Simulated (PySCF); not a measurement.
Electron correlation in Hf (hafnium, neutral)

[Xe] 4f14 5d4, high-spin 5D determinant (an excited configuration). All numbers are calculated (PySCF 2.14, a scalar-relativistic core potential, in def2-TZVPPD with the def2 core potential (60 electrons)). Frozen: nothing; 12 electrons correlated.

```
  level  correlation energy (mhartree)
   CCSD                        -236.87
    (T)                          -7.77
CCSD(T)                        -244.64
```

Diagnostics: T1 = 0.0067, D1 = 0.0149, largest double amplitude 0.044.

Q: Is a single reference adequate?

A: Yes, within this model without spin-orbit coupling: T1 lies below 0.03 and no double amplitude reaches 0.07.

The basis has no tight functions for the innermost shells, so their pair energies are far from complete.

This basis was not built for core-valence correlation, so the inner-shell part is incomplete.
